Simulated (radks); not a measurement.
Polarisability of the oxygen ion O+, [He] 2s2 2p3, at imaginary frequency. Method: non-relativistic Kohn-Sham, LDA (Slater exchange, VWN5 correlation), spin-unpolarised, spherical densities, point nucleus; computed with a radial shooting solver on a logarithmic mesh with Libxc functionals. Response by self-consistent Sternheimer equations with the Hartree and adiabatic LDA kernel.

w (hartree)  alpha1(iw) (bohr^3)
0.00266                    2.626
0.0143                     2.625
0.0360                     2.622
0.0697                     2.610
0.118                      2.580
0.186                      2.516
0.280                      2.394
0.413                      2.184
0.605                      1.867
0.892                      1.456
1.35                       1.005
2.12                      0.5884
3.59                      0.2747
6.94                     0.09174
17.5                     0.01746

Static values: alpha1 = 2.626 bohr^3 (0.3891 angstrom^3; uncoupled 3.517). C6 = 5.347, triple-dipole C9 = 10.02 atomic units. One-pole (London) frequency 4 C6 / (3 alpha1^2) = 1.034 hartree, against 0.904 for minus the highest occupied eigenvalue. The dipole shielding factor is 0.875, as the force sum rule N/Z = 0.875 demands.
